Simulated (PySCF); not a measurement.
# S²⁺: ionisation energy

S²⁺ [Ne] 3s2 3p2 (3P) → S³⁺ [Ne] 3s2 3p1 (2P), as a difference of total energies. All numbers are calculated (PySCF 2.14, the non-relativistic Hamiltonian (point nucleus), in cc-pV(D+d)Z). Correlated levels: valence: [Ne] frozen. The calculations carry no spin-orbit coupling.

```tsv
method	ionisation energy (eV)
UHF	34.129
TPSS	34.879
PBE0	34.870
MP2 (valence)	34.454
SCS-MP2 (valence)	34.373
CCSD (valence)	34.489
CCSD(T) (valence)	34.498
```

Problem. How much does correlation contribute at CCSD(T) (valence)?

Solution. 34.498 − (34.129) = 0.369 eV, measured against UHF.

The reference lies between the lowest fine-structure levels, while these numbers refer to the centres of the terms.

Errors of the correlated levels include the incompleteness of this basis and the frozen core.

For comparison: 34.86 ± 0.04 eV (semi-empirical (NIST evaluation); NIST Atomic Spectra Database, ionization energies).
